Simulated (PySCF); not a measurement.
**Structure from NMR data**

An unknown has the formula C6H7FN2. Its calculated NMR data are:

¹H NMR (300 MHz, computed): δ 8.54 (m, 1H), 8.49 (m, 1H), 2.97 (q, 2H), 1.29 (t, 3H).

¹³C{¹H} NMR (computed): δ 169.6 (C), 163.1 (C), 147.4 (CH), 137.0 (CH), 33.8 (CH2), 20.1 (CH3).

[PySCF 2.14.0 with density-fitted response routines: geometry: GFN2-xTB; shielding tensors at PBE0/pcSseg-1 (GIAO); fast rotation and ring inversion assumed for equivalent nuclei; one conformer; no relativistic terms; in vacuum]

Shifts are taken against calculated references (same method and geometry level): ¹H, ¹³C vs TMS.

Which of these isomers gave the spectra?
A. NCc1ccc(F)nc1
B. C=CCn1cc(F)cn1
C. CCc1cnc(F)cn1

## Answers

C. 

- Rings plus π bonds: 4 (1 ring in the answer).
- 6 carbon signals for 6 carbons: no two carbons are equivalent.
- Carbon types of the structure: 2 × C, 2 × CH, 1 × CH2, 1 × CH3, which accounts for all hydrogens.
- δC 169.6: aromatic carbon bearing fluorine; σ withdrawal by the attached heteroatom moves it downfield of the ring CH carbons.
- δC 163.1: substituted aromatic carbon next to a ring nitrogen.
- δC 147.4, 137.0: aromatic CH next to a ring nitrogen.
- δH 8.54, 8.49: hydrogen on an aromatic CH next to a ring nitrogen; ring current plus the neighbouring ring nitrogen.
- δH 2.97: hydrogen on an sp3 CH2 on an aromatic ring; benzylic-type position, deshielded by the ring.

The others: C=CCn1cc(F)cn1 would give 6 signals for carbon-bound and other non-exchanging H, not 4; NCc1ccc(F)nc1 has carbons computed at 173.0, 153.1, 145.5, 144.9, 114.8, 50.3, with a different DEPT pattern.

Splittings by ¹⁹F in the carbon and heteronuclear signals aren't shown, as no couplings were computed. Shifts are as computed. Against solution values, carbons near 30 ppm lie about +3 ppm off and those near 130 ppm about +5 ppm. Of 1211 compounds with measured shifts, 218 miss one by over three times the rms of a fit or turn the order of signals round; such compounds aren't used in these exercises. Multiplicities follow the n + 1 count of equivalent neighbours, as no J values were calculated; m marks all less simple cases, F and P coupling included.
